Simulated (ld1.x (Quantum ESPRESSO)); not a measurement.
## Zn (Z = 30), TM: configuration errors across variants

zinc (Zn), norm-conserving Troullier–Martins (Kleinman–Bylander form), made with ld1.x (Quantum ESPRESSO) 7.5 (PBE, scalar-relativistic). Core [Ar] 3d10, reference 4s1 4p1. Waves: 4s (bound): rc 2.05 bohr; 4p (bound): rc 2.45 bohr. Local part: all-electron potential smoothed inside 1.55 bohr (lloc = -1). Core correction: a·sin(br)/r model core inside 1.30 bohr.

All-electron excitation energies from the reference (eV): (1) 4s2 4p0 -5.086; (2) 4s1 4p0 4.802; (3) 4s1.5 4p0 -1.146; (4) 4s0 4p2 5.472; (5) 4s0 4p1 11.126.

3 further variants failed, have other tests or another functional or relativity, and are left out.

Errors AE − PS in meV (a dash: test not solved or not reliable):

| change | (1) | (2) | (3) | (4) | (5) | bound ghosts |
| --- | --- | --- | --- | --- | --- | --- |
| base | -31 | -25 | -3.1 | -32 | -96 | none |
| wave 4s (bound): rc 2.05 bohr becomes 4s (bound): rc 2.46 bohr | -35 | -24 | -5.0 | -40 | -107 | none |
| local potential the s channel | -33 | -26 | -3.1 | -33 | -100 | none |
| local potential all-electron potential smoothed inside 1.48 bohr (lloc = -1) | -30 | -25 | -3.0 | -32 | -96 | none |

Give the same row for: all radii but the core radius scaled by about 1.37 (s 2.80, p 3.36 bohr); local potential all-electron potential smoothed inside 2.12 bohr (lloc = -1).

-40, -26, -6.2, -46, -118; bound ghosts: none.
